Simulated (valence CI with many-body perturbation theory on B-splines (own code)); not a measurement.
Cs³³⁺: E2, M1 decay

Calculated by relativistic CI+MBPT: four valence electrons over a frozen Dirac-Fock core [Ar], a basis of 7 s, 7 p, 8 d, 6 f, 4 g, 1 h functions for each j, with the one-electron correlation potential Σ1, the two-electron term Σ2, the three-electron term Σ3, Breit, model QED; selected CI, second order for the rest, scaled by the run's own slope (own B-spline code, finite nucleus).

The last digits are not significant, and no measured levels were compared; by estimate large intervals hold to a few tenths of a per cent, small ones and those within an open d or f shell to about a per cent. Only levels of the ground parity were solved; by the run's estimate the other parity begins above the list, which can be wrong where configurations are misplaced.

Lines 1 to 50 of 120 in falling wavelength, among levels below 860920 cm⁻¹, chosen from the decays that carry over 1 % of a level's rate. Wavelengths and rates use the calculated energies. Electric multipoles are in the length gauge, E1 and E2 with the static RPA response of the core. Weak lines are less certain than strong ones. Lines between different terms over intervals too small for the method are left out, as are lines whose strength nearly cancels. Branching is blank where the lifetime is uncertain.

Levels are named by their leading jj configuration (3d3/2^4 stands for four electrons in 3d with j = 3/2), which in mixed levels can hold well under half, so a name can repeat and another be missing. Letters in brackets count levels of one name in rising energy.

```tsv
λ vac (Å)	Upper	Lower	Type	A (s⁻¹)	Branch %
11900	(3d3/2^3 3d5/2) J=3	(3d3/2^3 3d5/2) J=4	M1	8.92e+00	2.0
6231	(3d3/2^2 3d5/2^2) J=6	(3d3/2^2 3d5/2^2) J=5	M1	3.89e+01	99.2
6123	(3d3/2^3 3d5/2) J=4	(3d3/2^3 3d5/2) J=2	E2	8.05e-06	
4043	(3d3/2^3 3d5/2) J=3	(3d3/2^3 3d5/2) J=2	M1	4.32e+02	98.0
2775	(3d3/2^2 3d5/2^2) J=2 [b]	(3d3/2^2 3d5/2^2) J=1	M1	4.75e+02	4.2
2568	(3d3/2^2 3d5/2^2) J=5	(3d3/2^2 3d5/2^2) J=4 [a]	M1	6.52e+02	4.0
2565	(3d3/2^2 3d5/2^2) J=4 [b]	(3d3/2^2 3d5/2^2) J=5	M1	1.26e+02	1.6
1946	(3d3/2^3 3d5/2) J=2	(3d3/2^3 3d5/2) J=1	M1	4.79e+03	100.0
1683	(3d3/2^2 3d5/2^2) J=4 [b]	(3d3/2^2 3d5/2^2) J=3 [a]	M1	2.22e+03	28.7
1617	(3d3/2^2 3d5/2^2) J=1	(3d3/2^2 3d5/2^2) J=0 [a]	M1	3.64e+03	6.1
1494	(3d3/2^2 3d5/2^2) J=4 [c]	(3d3/2 3d5/2^3) J=4 [a]	M1	7.01e+02	1.6
1462	(3d3/2^2 3d5/2^2) J=2 [b]	(3d3/2^2 3d5/2^2) J=2 [a]	M1	1.99e+03	17.8
1457	(3d3/2^2 3d5/2^2) J=3 [b]	(3d3/2^2 3d5/2^2) J=3 [a]	M1	4.54e+02	
1338	(3d3/2 3d5/2^3) J=3 [c]	(3d3/2 3d5/2^3) J=2	M1	4.28e+03	7.6
1283	(3d3/2^2 3d5/2^2) J=4 [b]	(3d3/2^2 3d5/2^2) J=4 [a]	M1	6.36e+02	8.2
1261	(3d3/2 3d5/2^3) J=1 [b]	(3d3/2 3d5/2^3) J=2	M1	1.45e+03	1.4
1223	(3d3/2^2 3d5/2^2) J=4 [a]	(3d3/2^3 3d5/2) J=3	M1	3.84e+03	14.6
1205	(3d3/2 3d5/2^3) J=3 [a]	(3d3/2^2 3d5/2^2) J=4 [b]	M1	2.52e+03	2.4
1167	(3d3/2 3d5/2^3) J=3 [b]	(3d3/2 3d5/2^3) J=3 [a]	M1	2.86e+03	4.0
1148	(3d3/2^2 3d5/2^2) J=3 [b]	(3d3/2^2 3d5/2^2) J=4 [a]	M1	4.20e+02	
1109	(3d3/2^2 3d5/2^2) J=4 [a]	(3d3/2^3 3d5/2) J=4	M1	2.24e+04	85.4
1096	(3d3/2^3 3d5/2) J=1	(3d3/2^4) J=0	M1	2.33e+04	100.0
1076	(3d3/2 3d5/2^3) J=4 [a]	(3d3/2^2 3d5/2^2) J=5	M1	3.33e+03	4.5
1050	(3d3/2^2 3d5/2^2) J=2 [c]	(3d3/2^2 3d5/2^2) J=1	M1	1.54e+03	1.8
1024	(3d3/2 3d5/2^3) J=1 [b]	(3d3/2 3d5/2^3) J=0	M1	2.75e+03	2.7
1003	(3d3/2 3d5/2^3) J=2	(3d3/2^2 3d5/2^2) J=2 [c]	M1	1.08e+04	11.9
997.2	(3d3/2^2 3d5/2^2) J=3 [a]	(3d3/2^3 3d5/2) J=3	M1	1.91e+04	54.8
981.0	(3d3/2 3d5/2^3) J=3 [b]	(3d3/2^2 3d5/2^2) J=2 [c]	M1	1.16e+03	1.6
969.9	(3d3/2 3d5/2^3) J=1 [a]	(3d3/2^2 3d5/2^2) J=2 [b]	M1	7.38e+03	5.2
954.3	(3d3/2 3d5/2^3) J=1 [b]	(3d3/2^2 3d5/2^2) J=2 [d]	M1	1.61e+04	15.9
936.6	(3d3/2 3d5/2^3) J=5	(3d3/2^2 3d5/2^2) J=4 [b]	M1	1.52e+04	32.3
920.2	(3d3/2^2 3d5/2^2) J=3 [a]	(3d3/2^3 3d5/2) J=4	M1	4.86e+02	1.4
895.1	(3d3/2^2 3d5/2^2) J=4 [c]	(3d3/2^2 3d5/2^2) J=3 [b]	M1	1.99e+03	4.4
881.8	(3d3/2 3d5/2^3) J=4 [a]	(3d3/2^2 3d5/2^2) J=3 [a]	M1	6.18e+03	8.3
831.5	(3d3/2 3d5/2^3) J=3 [c]	(3d3/2^2 3d5/2^2) J=4 [c]	M1	1.61e+04	28.4
827.0	(3d3/2^2 3d5/2^2) J=4 [c]	(3d3/2^2 3d5/2^2) J=4 [b]	M1	7.36e+02	1.6
809.8	(3d3/2^2 3d5/2^2) J=2 [a]	(3d3/2^3 3d5/2) J=2	M1	1.61e+04	26.0
799.9	(3d3/2^2 3d5/2^2) J=3 [a]	(3d3/2^3 3d5/2) J=2	M1	1.52e+04	43.6
783.4	(3d3/2^2 3d5/2^2) J=2 [c]	(3d3/2^2 3d5/2^2) J=2 [a]	M1	6.38e+03	7.3
774.5	(3d3/2^2 3d5/2^2) J=5	(3d3/2^3 3d5/2) J=4	M1	1.57e+04	96.0
771.0	(3d3/2 3d5/2^3) J=5	(3d3/2^2 3d5/2^2) J=6	M1	1.00e+04	21.2
758.8	(3d3/2^2 3d5/2^2) J=2 [d]	(3d3/2^2 3d5/2^2) J=3 [b]	M1	1.09e+04	32.8
758.2	(3d3/2 3d5/2^3) J=4 [a]	(3d3/2^2 3d5/2^2) J=4 [a]	M1	5.13e+04	68.8
748.9	(3d3/2^2 3d5/2^2) J=2 [d]	(3d3/2^2 3d5/2^2) J=2 [b]	M1	1.08e+04	32.7
739.6	(3d3/2 3d5/2^3) J=1 [b]	(3d3/2 3d5/2^3) J=1 [a]	M1	3.87e+03	3.8
723.2	(3d3/2 3d5/2^3) J=4 [b]	(3d3/2 3d5/2^3) J=5	M1	3.61e+03	2.7
722.3	(3d3/2 3d5/2^3) J=6	(3d3/2^2 3d5/2^2) J=6	M1	2.02e+04	
718.7	(3d3/2 3d5/2^3) J=1 [a]	(3d3/2^2 3d5/2^2) J=1	M1	2.57e+04	18.0
702.3	(3d3/2 3d5/2^3) J=3 [a]	(3d3/2^2 3d5/2^2) J=3 [a]	M1	3.85e+04	36.6
694.9	(3d3/2 3d5/2^3) J=3 [a]	(3d3/2^2 3d5/2^2) J=2 [a]	M1	4.58e+04	43.6
```
